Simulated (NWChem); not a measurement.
## Atomisation of CNO

SMILES: N#C[O]
```xyz
3

O      0.0000     0.0000     1.1506
C      0.0000     0.0000    -0.0418
N      0.0000     0.0000    -1.2791
```
Charge 0, spin multiplicity 2.

All runs are NWChem calculations. Structure: optimised with UPBE/def2-SVP, a minimum by its harmonic frequencies.

Basis set: def2-TZVP. The atomisation energy is electronic alone: no zero-point, thermal, spin-orbit or counterpoise terms. No value is extrapolated to the basis-set limit. Free atoms are single determinants with multiplicities O 3, C 3, N 4.

B3LYP has NWChem's definition, with VWN1-RPA local correlation. The structure started from a generated list of species. The unpaired electrons of the parent sit in orbitals of symmetry b1 (C2v labels of the run); other states weren't searched. The stability of the SCF solutions was not checked. Open-shell Hartree-Fock references start from PBE0 orbitals.

### Question
Order these methods by the atomisation energy they give, lowest first: r2SCAN, PBE, BP86, B3LYP, HF.

### Answer
HF (178.0 kcal/mol), B3LYP (322.5 kcal/mol), r2SCAN (324.6 kcal/mol), BP86 (347.3 kcal/mol), PBE (350.0 kcal/mol)
